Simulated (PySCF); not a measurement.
Mg(H)(SiH3) (H₄MgSi), SMILES [SiH3][MgH]. Heavy atoms are numbered as in [MgH:1][SiH3:3]. Hydrogens are named by the atom that carries them.

Geometry optimised at TPSSh-D3(BJ)/def2-TZVP.

Calculation: HF/def2-TZVPD (PySCF).

Mulliken values depend strongly on the basis, most of all with diffuse functions as here. Atomic charges (e), one atom of each kind:

| atom | IAO | Mulliken |
|---|---|---|
| Mg1 (MgH) | 1.24 | 0.51 |
| H on Mg1 | -0.62 | -0.27 |
| Si3 (SiH3) | -0.13 | -0.17 |
| H on Si3 | -0.16 | -0.02 |
